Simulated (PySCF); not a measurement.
An excited-state job on `[CH3][GaH2-][S+](C)C`.

Method: TDDFT wB97X-D/def2-SVPD, vertical, gas phase, core orbitals frozen in the response (PySCF 2.14.0, density-fitted response routines). Geometry: GFN2-xTB. A driver script takes a list of jobs; this job's settings line and coordinates (Å) are shown.

Command:
```bash
OMP_NUM_THREADS=1 python probes_run.py task.json out
```

Input:
```
{"job": {"kind": "uv", "xc": "wB97X-D", "basis": "def2-SVPD", "nstates": 8, "ntriplets": 3}, "charge": 0, "multiplicity": 1}
C      2.593258    -0.716306     0.143169
Ga     1.241062     0.768082     0.202070
S     -0.864882    -0.314649    -0.691784
C     -1.279881    -1.211150     0.829719
C     -1.871550     1.174897    -0.455720
H      3.589513    -0.388660     0.454953
H      2.692715    -1.118768    -0.871522
H      2.314456    -1.549112     0.799946
H      1.250291     1.974175    -0.791855
H      0.568089     1.186548     1.569141
H     -2.351483    -1.386128     0.852661
H     -0.751293    -2.159507     0.792188
H     -0.957941    -0.636628     1.698162
H     -2.907214     0.879424    -0.316053
H     -1.770528     1.767356    -1.360929
H     -1.502210     1.739370     0.401926
```

**Question.** Estimate the output.

**Answer.** 
```
coarse grid: 56464 points
cycle   1  E = -2443.5095993069  dE = -3.962e-01  |g| = 4.773e-01  |ddm| = 4.416e+00
cycle   2  E = -2443.5242898797  dE = -1.469e-02  |g| = 4.643e-01  |ddm| = 9.433e-01
cycle   3  E = -2443.5521817317  dE = -2.789e-02  |g| = 4.023e-02  |ddm| = 4.582e-01
cycle   4  E = -2443.5524575349  dE = -2.758e-04  |g| = 1.853e-02  |ddm| = 8.656e-02
cycle   5  E = -2443.5525454524  dE = -8.792e-05  |g| = 3.501e-03  |ddm| = 2.977e-02
cycle   6  E = -2443.5525498383  dE = -4.386e-06  |g| = 7.310e-04  |ddm| = 8.727e-03
final grid: 117752 points
cycle   7  E = -2443.5525157521  dE = -2.146e-06  |g| = 9.425e-04  |ddm| = 1.308e-02
cycle   8  E = -2443.5525158814  dE = -1.292e-07  |g| = 7.163e-04  |ddm| = 2.982e-03
cycle   9  E = -2443.5525160119  dE = -1.305e-07  |g| = 8.715e-05  |ddm| = 1.145e-03
cycle  10  E = -2443.5525160148  dE = -2.931e-09  |g| = 4.494e-05  |ddm| = 2.470e-04
cycle  11  E = -2443.5525160153  dE = -5.512e-10  |g| = 1.217e-05  |ddm| = 1.014e-04
converged SCF energy = -2443.5525160153

Static polarisability (au): isotropic 92.474, principal 80.822 93.137 103.464

Singlet excitations
state   eV       nm        f      main configurations
  1   6.4177    193.2   0.00056   H-2->L 0.46, H->L 0.15, H-2->L+2 0.15
  2   6.5850    188.3   0.00334   H->L+1 0.25, H->L 0.23, H->L+2 0.14
  3   6.7692    183.2   0.01319   H-1->L 0.40, H-1->L+1 0.18, H-1->L+2 0.11
  4   7.1411    173.6   0.05688   H->L 0.31, H->L+1 0.22, H-2->L+1 0.12
  5   7.1906    172.4   0.09769   H->L+2 0.41, H-1->L+2 0.16, H-1->L 0.12
  6   7.2635    170.7   0.09093   H-2->L+1 0.51, H-1->L 0.16
  7   7.3725    168.2   0.11708   H-1->L+1 0.20, H-1->L 0.12, H-1->L+2 0.10
  8   7.5186    164.9   0.01765   H-2->L+3 0.30, H->L+3 0.26

Triplet excitations (Tamm-Dancoff, eV): 6.0082 6.2476 6.5001
```

The SCF starts on a coarse grid where the log names one; the energy can jump when the final grid takes over, and dE then counts from the start density on the new grid. H and L stand for HOMO and LUMO; the number after each pair is its weight.

**Question.** Give S1 in cm⁻¹ and kJ/mol.

**Answer.** 6.4177 eV × 8065.54 = 51762 cm⁻¹; × 96.485 = 619.2 kJ/mol.

**Question.** How does the lowest singlet excitation compare with the HOMO–LUMO gap?

**Answer.** HOMO -9.18 eV and LUMO 1.70 eV give a gap of 10.88 eV; S1 at 6.42 eV lies 4.46 eV below it.

Main results: HOMO -9.18 eV, LUMO 1.70 eV; lowest singlet 6.42 eV; lowest triplet 6.01 eV (Tamm–Dancoff); mean polarisability 92.5 au.

 Relativistic effects, spin–orbit coupling among them, are left out although an element past zinc is present.

The run took about 2 min of CPU time (grids of density and orbitals included) (one thread, shared machine).

One conformer stands for the species.
Labels such as C1 count atoms from 1, the log's own numbers from 0.

The pairwise dispersion term of wB97X-D wasn't added to the energies; at a given geometry it leaves orbitals and properties as they are.
